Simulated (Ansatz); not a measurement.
Harmonic frequencies (cm⁻¹) at PBE0-D4/def2-TZVP from Ansatz: 93, 106, 178, 192, 219, 591, 600, 606, 810, 837, 3853, 3865.

Each molecule was computed in one conformer, which needn't be the lowest.

Problem. Which molecule is it?
A. `C#C[Si](F)Cl`•
B. `[OH][Sn]([OH])[F]`•
C. `N[Si]([O])(F)F`•
D. `C[C]=O`•

Solution. B.
